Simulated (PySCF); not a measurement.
## Electron correlation in B (boron, neutral)

[He] 2s2 3s1, 2S determinant (an excited configuration). Calculation: PySCF 2.14, in dyall-av3z; scalar relativity by spin-free X2C-1e. Frozen: 1s2; 3 electrons correlated; the 13 highest virtual orbitals of each spin left out.

| level | correlation energy (mhartree) |
| --- | --- |
| CCSD | -68.51 |
| (T) | -0.77 |
| CCSD(T) | -69.28 |

Diagnostics: T1 = 0.020, D1 = 0.0464, largest double amplitude 0.139.

The outer electron is Rydberg-like, and this basis confines it to a smaller radius and binds it less than a complete one would.

Cost of the coupled-cluster step: roughly 5 core-seconds, for 3 correlated electrons.

Iterations:

```
CC2 = 0
CCSD nocc = (np.int64(2), np.int64(1)), nmo = (57, 57)
frozen orbitals [[0, 58, 59, 60, 61, 62, 63, 64, 65, 66, 67, 68, 69, 70], [0, 58, 59, 60, 61, 62, 63, 64, 65, 66, 67, 68, 69, 70]]
max_cycle = 100
direct = 0
conv_tol = 1e-08
conv_tol_normt = 1e-06
diis_space = 8
diis_start_cycle = 0
Init t2, MP2 energy = -0.0430965143328081
Init E_corr(UCCSD) = -0.043096514357643
cycle = 1  E_corr(UCCSD) = -0.0554306341431918  dE = -0.0123341198  norm(t1,t2) = 0.0729622
cycle = 2  E_corr(UCCSD) = -0.0613518758657523  dE = -0.00592124172  norm(t1,t2) = 0.0401921
cycle = 3  E_corr(UCCSD) = -0.0679830667993582  dE = -0.00663119093  norm(t1,t2) = 0.0240458
cycle = 4  E_corr(UCCSD) = -0.0681075184552598  dE = -0.000124451656  norm(t1,t2) = 0.009044
cycle = 5  E_corr(UCCSD) = -0.0683957346254769  dE = -0.00028821617  norm(t1,t2) = 0.00468846
cycle = 6  E_corr(UCCSD) = -0.0687739740407863  dE = -0.000378239415  norm(t1,t2) = 0.0456864
cycle = 7  E_corr(UCCSD) = -0.0682956172283409  dE = 0.000478356812  norm(t1,t2) = 0.00163212
cycle = 8  E_corr(UCCSD) = -0.0685197948791101  dE = -0.000224177651  norm(t1,t2) = 0.000830858
cycle = 9  E_corr(UCCSD) = -0.0685239037657101  dE = -4.1088866e-06  norm(t1,t2) = 0.000190688
cycle = 10  E_corr(UCCSD) = -0.0685071283225617  dE = 1.67754431e-05  norm(t1,t2) = 8.50746e-05
cycle = 11  E_corr(UCCSD) = -0.0685065178952091  dE = 6.10427353e-07  norm(t1,t2) = 2.85386e-05
cycle = 12  E_corr(UCCSD) = -0.0685066827178008  dE = -1.64822592e-07  norm(t1,t2) = 0.000338279
cycle = 13  E_corr(UCCSD) = -0.0685068570680804  dE = -1.7435028e-07  norm(t1,t2) = 1.28363e-05
cycle = 14  E_corr(UCCSD) = -0.0685067998696214  dE = 5.7198459e-08  norm(t1,t2) = 2.14217e-06
cycle = 15  E_corr(UCCSD) = -0.0685067800556518  dE = 1.98139696e-08  norm(t1,t2) = 1.34964e-05
cycle = 16  E_corr(UCCSD) = -0.0685067296497074  dE = 5.04059443e-08  norm(t1,t2) = 2.05218e-06
cycle = 17  E_corr(UCCSD) = -0.0685067325487831  dE = -2.8990757e-09  norm(t1,t2) = 4.44606e-07
UCCSD converged
E(UCCSD) = -24.42545426671207  E_corr = -0.06850673254878313
UCCSD(T) correction = -0.000768675887048132
```
